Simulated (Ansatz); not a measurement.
Reaction (formal exchange of groups at a C–Ga bond): `B[CH2][GaH2]` + `CBO` → `BCCBO` + `[GaH3]`

Calculated with Ansatz (gas phase, PBE0-D4/def2-TZVP geometries, no zero-point term in ΔE). CCSD(T)/CBS is the MP2 limit (def2-TZVPP, def2-QZVPP) plus CCSD(T) − MP2 in def2-TZVPP, frozen cores. Functionals use def2-TZVPP. For Ga outer-core shells are correlated without core-valence functions, which leaves a few kJ/mol of doubt a bond. Scalar relativity is left out up to krypton. One conformer a species, not always the lowest.

```json
{"level": "r2SCAN-D4", "ΔE (kcal/mol)": "22.5"}
{"level": "B2PLYP", "ΔE (kcal/mol)": "22.1"}
{"level": "PBE", "ΔE (kcal/mol)": "22.4"}
{"level": "r2SCAN", "ΔE (kcal/mol)": "22.6"}
{"level": "PBE0", "ΔE (kcal/mol)": "21.7"}
{"level": "CCSD(T)/def2-TZVPP", "ΔE (kcal/mol)": "22.0"}
{"level": "HF/CBS(def2)", "ΔE (kcal/mol)": "18.0"}
{"level": "MP2/CBS(def2)", "ΔE (kcal/mol)": "23.9"}
```

(1) What does CCSD(T)/CBS give? (Best estimate.)

Largest T1 diagnostic among the species: 0.013.

## Answers

(1) Ansatz gave: +22.5 kcal/mol. The listed levels differ from it by 0.0, -0.4, -0.1, 0.1, -0.8, -0.5, -4.5, 1.4 kcal/mol.

In def2-TZVPP, CCSD(T) changes the Hartree–Fock value by +3.7 kcal/mol (the triples alone add +0.6 kcal/mol) and MP2 by +5.1 kcal/mol.
